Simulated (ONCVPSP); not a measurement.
## Potentials for Mg compared

Generated with ld1.x 7.5 (TM, RRKJ, ultrasoft, PAW), atompaw 4.2 or ONCVPSP 4.0.1. The cutoff is in Ry: for ld1.x and atompaw files where the sum of valence levels is converged to 10 mRy in a Bessel basis, for ONCV files where the hardest occupied wave has 1 mHa per electron of residual kinetic energy. The error is the largest all-electron minus pseudo excitation energy over each file’s own four to seven test configurations (ionisations up to +4, promotions, holes and added fractions of an electron), all of which were solved. The labels leave out finer settings (local radius, basis sizes, second energies), which also bear on the numbers. Spin-polarised tests are not counted. The rows are a selection from randomly drawn settings: files with unsolved tests, undetermined cutoffs or missed reference levels are left out.

| potential | cutoff (Ry) | largest error (meV) | bound ghosts |
| --- | --- | --- | --- |
| ONCV, LDA (Perdew-Wang 92), scalar-relativistic, rc 1.25/0.60/0.95 (spd), local smoothed, core correction yes, reference 2s2 2p6 3s1, qcut 10.8/12.8/11.1, projectors 3/1/2 | 1049 | -142 | none |
| ONCV, PBEsol, scalar-relativistic, rc 1.25/1.30/1.20 (spd), local smoothed, core correction yes, reference 2s2 2p6 3s2, qcut 10.8/10.9/8.1, projectors 2/2/2 | 93 | -370 | none |
| ONCV, PBE, scalar-relativistic, rc 1.45/1.15/1.30 (spd), local smoothed, core correction no, reference 2s2 2p6 3s1 3p1, qcut 10/13.8/7.6, projectors 2/2/2 | 131 | -0.7 | none |
| ONCV, PBE, scalar-relativistic, rc 1.15/0.80/1.15 (spd), local smoothed, core correction yes, reference 2s2 2p6 3s2, qcut 9.2/20/8.7, projectors 2/2/3 | 267 | -168 | none |
| ONCV, PBE, scalar-relativistic, rc 1.05/1.25/1.30 (spd), local smoothed, core correction no, reference 2s2 2p6 3s1.5 3p0.5, qcut 12/13.6/7.5, projectors 2/2/1 | 120 | -0.8 | none |
| ONCV, PBEsol, non-relativistic, rc 1.30/0.80/1.25 (spd), local smoothed, core correction yes, reference 2s2 2p6 3s2, qcut 11.7/14.5/7.9, projectors 2/2/2 | 184 | -201 | none |

(1) Fill in the row for Mg: ONCV, LDA (Perdew-Zunger), scalar-relativistic, rc 1.20/0.70/1.25 (spd), local smoothed, core correction no, reference 2s2 2p6 3s2, qcut 9.8/21.6/7.8, projectors 2/2/2.

(2) Fill in the row for Mg: ONCV, PBE, scalar-relativistic, rc 1.10/1.05 (sp), local smoothed, core correction yes, reference 2s2 2p6 3s2, qcut 11.3/15.3, projectors 2/3.

(3) Fill in the row for Mg: ONCV, LDA (Perdew-Wang 92), scalar-relativistic, rc 1.20/1.25 (sp), local smoothed, core correction no, reference 2s2 2p6 3s1 3p1, qcut 12.7/13.4, projectors 2/2.

Answers

(1) cutoff 300 Ry, largest error -143 meV, bound ghosts: none.

(2) cutoff 149 Ry, largest error -214 meV, bound ghosts: none.

(3) cutoff 126 Ry, largest error +268 meV, bound ghosts: none.
